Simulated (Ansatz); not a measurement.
Frontier orbitals of `[NH2][Ge]([NH2])([NH2])[Cl]`.

```xyz
11

N     0.5041    0.5042    1.5996
Ge    0.2981   -0.2930   -0.0214
N    -1.2896   -1.1679   -0.1751
N     0.5990    0.8608   -1.3945
Cl    1.8176   -1.8063   -0.1486
H     0.3149   -0.0700    2.4079
H     0.0695    1.4096    1.6964
H    -1.4518   -1.6426   -1.0512
H    -2.1053   -0.6401    0.0978
H    -0.1911    1.4215   -1.6756
H     1.4345    1.4238   -1.3354
```

The species carries charge 0 and has multiplicity 1. Correlated methods include outer-core shells of Ge, which these sets cover unevenly. Scalar relativity is left out up to krypton. The structure was optimised at the PBE0-D4/def2-TZVP level. It is one conformer, not always the lowest. Basis def2-TZVPP, the Gaussian-basis code of Ansatz.

Orbital energies of one run (eV). Highest occupied ones, from the top: -10.17, -10.22, -10.39, -11.17, -11.17, -12.78, -14.15, -14.18, -16.35, -16.38, -16.40, -17.90, -25.07, -26.26. Empty: 2.01, 3.42, 3.44, 3.78, 4.44, 4.88.

(1) Which functional gave them?
A. HSE06 (plane-wave form)
B. LDA (SPW92)
C. ωB97X-V
D. CAM-B3LYP

Answers

(1) C. HOMO energies: ωB97X-V -10.17, LDA (SPW92) -6.32, CAM-B3LYP -9.11, HSE06 -7.24 eV.
